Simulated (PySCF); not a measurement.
## `C/C(Br)=C(\C)C#N`, C5H6BrN

Geometry:
```csv
atom,x (Å),y (Å),z (Å)
C1,-1.774,-0.235,-0.266
C2,-0.623,0.695,-0.120
Br3,-1.096,2.544,-0.267
C4,0.655,0.348,0.091
C5,1.126,-1.077,0.214
C6,1.668,1.325,0.210
N7,2.522,2.084,0.309
H8,-2.546,0.013,0.462
H9,-2.215,-0.125,-1.258
H10,-1.469,-1.268,-0.127
H11,0.644,-1.572,1.056
H12,0.901,-1.634,-0.694
H13,2.202,-1.097,0.373
```

Computed, not measured: PySCF, GIAO CAM-B3LYP/pcSseg-1 magnetisability, rotational g tensor and spin-rotation constants, non-relativistic, gas phase. Geometry: GFN2-xTB.

The calculation is non-relativistic, which matters for the atoms heavier than Zn.

Give the nuclear spin-rotation constants along the inertial axes (H = +C I·J) beside the isotropic shieldings.

Rotational constants 2.4150, 1.3894, 0.8917 GHz. A star marks the isotopologue with that one atom substituted, in its own axes.
```
atom  isotope  Caa (kHz)  Cbb (kHz)  Ccc (kHz)  mean (kHz)  σ (ppm)
 Br3     79Br      3.301      2.765      2.269       2.778   1835.4
  N7      14N      0.536      0.082      0.201       0.273    -56.6
  H8       1H     -0.155     -0.137     -0.028      -0.106     29.5
  H9       1H     -0.187     -0.136     -0.016      -0.113     29.5
 H10       1H     -0.036     -0.083     -0.105      -0.075     29.5
 H11       1H     -0.261     -0.087     -0.022      -0.123     29.7
 H12       1H     -0.262     -0.086     -0.022      -0.123     29.7
 H13       1H     -0.026     -0.089     -0.106      -0.074     29.7
  C1     13C*      0.419      0.187      0.142       0.250    158.3
  C2     13C*      0.994      0.694      0.181       0.623     17.4
  C4     13C*      0.689      0.623      0.142       0.485     65.8
  C5     13C*      0.334      0.203      0.134       0.224    165.6
  C6     13C*      1.073     -0.006      0.424       0.497     61.0
```
For the geometry as given, no vibrational averaging.

How do the rotational constants and the g tensor change when H8, H9, H10, H11, H12, H13 are replaced by deuterium?

Constants 2.1190, 1.2722, 0.8109 GHz; g -0.0231, -0.0071, -0.0071, against -0.0251, -0.0080, -0.0075 before.
